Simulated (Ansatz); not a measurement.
Program: Ansatz 0.2.0.

A structure relaxed at PBE0-D4/def2-TZVP, charge 0, multiplicity 1:

```xyz
9

C    -1.096    0.090   -0.758
N     0.282    0.336   -0.382
Al    1.147   -0.238    1.024
Cl    0.183   -1.447    2.420
Cl    3.144    0.290    1.299
H    -1.579   -0.541   -0.010
H    -1.173   -0.428   -1.721
H    -1.675    1.018   -0.826
H     0.767    0.919   -1.047
```

(1) Give its formula and SMILES.

(2) Point group (tolerance 0.08 Å, 0.16 Å for H)?

(3) Summarise the bond lengths by kind.

## Answers

(1) CH4AlCl2N, `C[NH][Al]([Cl])[Cl]`.

(2) Cs.

(3) 1 × C–N 1.449 Å; 3 × C–H 1.092 to 1.095 Å; 1 × Al–N 1.748 Å; 1 × H–N 1.009 Å; 2 × Al–Cl 2.083 to 2.084 Å.
